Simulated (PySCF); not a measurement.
A side-by-side comparison of computed properties.

First species: C4H11P.
Structure used (GFN2-xTB), in Å, numbered top down from 1:
```
atom  x, y, z in Å
C1    -2.0107    0.3767    0.6048
C2    -1.0609    0.1069   -0.5533
C3    -0.0448   -0.9795   -0.2128
P4     0.9969   -0.5622    1.2800
C5     2.1065    0.7104    0.5179
H6    -2.7200    1.1601    0.3482
H7    -2.5643   -0.5241    0.8602
H8    -1.4460    0.6900    1.4821
H9    -0.5361    1.0291   -0.8148
H10   -1.6311   -0.2061   -1.4326
H11    0.6111   -1.1659   -1.0688
H12   -0.5682   -1.9106    0.0233
H13    1.8783   -1.6344    1.0779
H14    1.5698    1.6549    0.4408
H15    2.4491    0.4044   -0.4693
H16    2.9628    0.8594    1.1726
```

Second species: C5H9NS.
SMILES: `C/N=C/C=C\SC`

Levels: PBE0/def2-SVPD for dipole moment, HOMO energy, LUMO energy, HOMO–LUMO gap, static isotropic polarisability and electronic spatial extent ⟨r²⟩ about the centre of nuclear charge; TDDFT PBE0/def2-SVPD for lowest singlet excitation; TDA PBE0/def2-SVPD for lowest triplet excitation (Tamm–Dancoff); GFN2-xTB for rotational constant A and rotational constant C. Geometries: GFN2-xTB. All species are isolated and taken at one optimised geometry, non-relativistic unless stated; the electronic structure was computed with PySCF and density fitting.

Dipoles, sizes and rotational constants follow the conformer. The torsions of the flexible species, by atom-mapped SMILES:
- `[CH3:1][CH2:2][CH2:3][PH:4][CH3:5]`: C1–C2–C3–P4 -59°, C2–C3–P4–C5 -74°
- `[CH3:1]/[N:2]=[CH:3]/[CH:4]=[CH:5]\[S:6][CH3:7]`: N2–C3–C4–C5 1°, C4–C5–S6–C7 179°

| property | column X | column Y |
| --- | --- | --- |
| dipole moment | 0.71 D | 1.32 D |
| HOMO energy | -6.11 eV | -6.66 eV |
| LUMO energy | -1.10 eV | 0.46 eV |
| HOMO–LUMO gap | 5.01 eV | 7.12 eV |
| lowest singlet excitation | 3.74 eV | 6.03 eV |
| lowest triplet excitation (Tamm–Dancoff) | 2.83 eV | 5.18 eV |
| static isotropic polarisability | 98.2 au | 76.2 au |
| electronic spatial extent ⟨r²⟩ about the centre of nuclear charge | 1070 bohr² | 698 bohr² |
| rotational constant A | 4.032 GHz | 6.253 GHz |
| rotational constant C | 1.129 GHz | 2.136 GHz |

(1) Which column belongs to which species?

(2) How does each property change from the first species to the second?

Answers

(1) Column X is the second species and column Y the first. The first has 16 atoms and 50 electrons, the second 16 and 62.

(2) dipole moment -0.61 D; HOMO energy +0.55 eV; LUMO energy -1.56 eV; HOMO–LUMO gap -2.11 eV; lowest singlet excitation -2.29 eV; lowest triplet excitation (Tamm–Dancoff) -2.35 eV; static isotropic polarisability +22.0 au; electronic spatial extent ⟨r²⟩ about the centre of nuclear charge +372 bohr²; rotational constant A -2.221 GHz; rotational constant C -1.007 GHz.

On the first: The polarisability is 11.28 Å³ as a volume (1 au = 0.148185 Å³), or 1.52 au for each of the 50 electrons. The principal polarisabilities are 69.8, 72.9 and 85.7 au; their mean is the isotropic value.

On the second: S1 lies 1.27 eV below the HOMO–LUMO gap; its leading configuration is HOMO−1→LUMO, weight 0.99. The principal polarisabilities are 61.1, 97.2 and 136.4 au; their mean is the isotropic value.
